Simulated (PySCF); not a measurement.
Species: C₅H₇FO₂.
Atom-mapped SMILES: `[CH3:1][O:2][C@@H:3]1[CH2:4][C@H:5]1[C:6](=[O:7])[F:8]` (hydrogens: H9, H10, H11 on C1; H12 on C3; H13, H14 on C4; H15 on C5)

Torsions of this conformer, `[CH3:1][O:2][C@@H:3]1[CH2:4][C@H:5]1[C:6](=[O:7])[F:8]`: C1–O2–C3–C4 160°, C4–C5–C6–O7 28°.

The closed-shell ground state was solved at several levels (PySCF, density fitting, gas phase, non-relativistic). One conformer (not necessarily the lowest) at the GFN2-xTB geometry, without solvent, vibrations or thermal averaging.

```json
{"level": "PBE0/pcSseg-1", "basis functions": "171", "HOMO (eV)": "-7.81", "LUMO (eV)": "-0.43", "gap (eV)": "7.38", "dipole (D)": "2.90"}
{"level": "B3LYP/pcJ-1", "basis functions": "286", "HOMO (eV)": "-7.56", "LUMO (eV)": "-0.67", "gap (eV)": "6.89", "dipole (D)": "2.91"}
```

Question: What might wB97X-D/def2-SVPD (225 basis functions) give for the same quantities?

Answer: HOMO -9.78 eV, LUMO 1.24 eV, gap 11.02 eV, dipole 2.89 D.

Question: Over all these levels, which gives the widest orbital gap and which the narrowest?

Answer: wB97X-D/def2-SVPD (range-separated hybrid) has the widest, 11.02 eV, and B3LYP/pcJ-1 (global hybrid, 20 % exact exchange) the narrowest, 6.89 eV. Functional and basis both differ between the two, so the spread mixes both effects.

Question: How far do the dipole and the HOMO energy spread over the levels?

Answer: The dipole runs from 2.89 to 2.91 D (mean 2.90 D) and the HOMO from -9.78 to -7.56 eV.
